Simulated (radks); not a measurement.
Spherical quantum dot in the effective-mass picture: electrons in a parabolic well V = omega^2 r^2 / 2 with omega = 2.71, with a point charge +2 (a donor) at the centre, all in effective atomic units (hartree* = m*/eps^2 hartree, bohr* = eps/m* bohr), one dielectric constant everywhere. Method: non-relativistic Kohn-Sham, LDA (Slater exchange, Perdew-Wang correlation), spin-polarised, spherical densities; computed with a radial shooting solver with Libxc functionals. Levels are named by radial order and angular momentum (1s, 1p, 1d, 2s, ...), and open shells are averaged over m. Results are scaled to m* = 0.489 and eps = 13.9, for which hartree* = 68.87 meV and bohr* = 1.504 nm. Each electron was tried in the lowest free levels, single moves between levels near the top were tried too, and the lowest total energy was kept; such a search can miss a lower state. At N = 1 the Hartree and exchange-correlation terms need not cancel, so that row can carry a self-interaction error.

N                         open shells  2S  mu = E(N) - E(N-1) (meV)  addition energy mu(N+1) - mu(N) (meV)  rms radius (nm)
1                    1s(up 1, down 0)   1                   -24.367                                  115.5           0.8501
2                                none   0                    91.148                                  348.8           0.9006
3                    1p(up 1, down 0)   1                    439.93                                  59.39            1.101
4                    1p(up 2, down 0)   2                    499.32                                  60.67            1.202
5                    1p(up 3, down 0)   3                    559.99                                  77.96            1.270
6                    1p(up 3, down 1)   2                    637.95                                  55.46            1.325
7                    1p(up 3, down 2)   1                    693.41                                  56.33            1.370
8                                none   0                    749.74                                  163.0            1.408
9                    2s(up 1, down 0)   1                    912.74                                  56.57            1.468
10                               none   0                    969.31                                  99.64            1.519
11                   1d(up 1, down 0)   1                    1068.9                                  46.77            1.566
12                   1d(up 2, down 0)   2                    1115.7                                  46.60            1.608
13                   1d(up 3, down 0)   3                    1162.3                                  46.35            1.644
14                   1d(up 4, down 0)   4                    1208.7                                  46.04            1.678
15                   1d(up 5, down 0)   5                    1254.7                                  57.67            1.708
16                   1d(up 5, down 1)   4                    1312.4                                  44.06            1.737
17                   1d(up 5, down 2)   3                    1356.4                                  43.95            1.765
18                   1d(up 5, down 3)   2                    1400.4                                  43.75            1.790
19                   1d(up 5, down 4)   1                    1444.1                                  43.51            1.814
20                               none   0                    1487.6                                  176.7            1.838
21                   1f(up 1, down 0)   1                    1664.3                                  39.47            1.868
22                   1f(up 2, down 0)   2                    1703.8                                  39.33            1.897
23                   1f(up 3, down 0)   3                    1743.1                                  39.18            1.924
24                   1f(up 4, down 0)   4                    1782.3                                  39.00            1.950
25                   1f(up 5, down 0)   5                    1821.3                                  38.82            1.974
26                   1f(up 6, down 0)   6                    1860.1                                  38.63            1.997
27                   1f(up 7, down 0)   7                    1898.7                                  41.73            2.020
28  1f(up 7, down 0) 2p(up 1, down 0)   8                    1940.5                                  39.48            2.041
29  1f(up 7, down 0) 2p(up 2, down 0)   9                    1979.9                                  39.35            2.061
30  1f(up 7, down 0) 2p(up 3, down 0)  10                    2019.3                                  43.30            2.081
31  1f(up 7, down 1) 2p(up 3, down 0)   9                    2062.6                                  36.84            2.100
32  1f(up 7, down 2) 2p(up 3, down 0)   8                    2099.4                                  36.74            2.119
33  1f(up 7, down 3) 2p(up 3, down 0)   7                    2136.2                                  36.62            2.137
34  1f(up 7, down 4) 2p(up 3, down 0)   6                    2172.8                                  36.48            2.154
35  1f(up 7, down 5) 2p(up 3, down 0)   5                    2209.3                                      -            2.171

All shells are closed at N = 2, 8, 10, 20 (there: 1s2 1p6 1d10 2s2); the second difference of the energy has clear peaks (12 % above both neighbours; the first and last values, which can be the largest, are not judged, and half-filled shells can peak too) at N = 2, 5, 8, 10, 15, 20.
